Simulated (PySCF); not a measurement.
B2ORh, SMILES [B][Rh-][B][O] (connectivity only; charge and spin as stated), charge -1, multiplicity 1.

Geometry optimised at B3LYP-D3(BJ)/def2-SVPD. The spin state was assumed, not searched. The def2 effective core potentials stand for the cores of Rh; spin–orbit coupling is left out. One conformer was computed; it need not be the lowest.

Calculation: PySCF with PBE/def2-TZVPD.

Symmetry labels are those of the subgroup Cs that the program uses (full group Cs).

Question: List the valence orbital energies around the gap with their symmetry. (An estimate is asked for; the answer gives what the named calculation found.)

Answer: 
```tsv
orbital	symmetry	energy (eV)
HOMO−7	A'	-3.26
HOMO−6	A'	-3.15
HOMO−5	A"	-3.02
HOMO−4	A'	-1.91
HOMO−3	A"	-1.65
HOMO−2	A'	-0.95
HOMO−1	A"	-0.52
HOMO	A'	0.22
LUMO	A'	1.34
LUMO+1	A"	2.14
LUMO+2	A'	2.70
LUMO+3	A'	3.65
```
